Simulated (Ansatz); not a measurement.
Basis-set extrapolation for BH5N2Si (`N[SiH]1BN1`) (PBE0-D4/def2-TZVP geometry, frozen core, Ansatz 0.2.0). Multiplicity 1, RHF reference.

|  | def2-TZVPP | def2-QZVPP |
| --- | --- | --- |
| HF | -425.526764 | -425.542794 |
| MP2 correlation | -0.637550 | -0.683151 |
| CCSD(T) correlation | -0.697438 | not run |

Energies in hartree. Use E(X) = E(∞) + A·exp(−7.88·√X) for Hartree–Fock and E(X) = E(∞) + B·X^(−2.97) for correlation, with X = 3 and 4, and add CCSD(T) minus MP2 of the smaller set to the MP2 limit.

What is the CCSD(T) energy at the basis-set limit?

HF limit: -425.542794 + (-0.016030) × 0.13774 = -425.54500. MP2 limit: -0.683151 + (-0.045601) × 0.74074 = -0.71693. Higher-order term: -0.697438 − (-0.637550) = -0.05989. Total: -426.32182 hartree, 256.3 kJ/mol below CCSD(T)/def2-TZVPP.
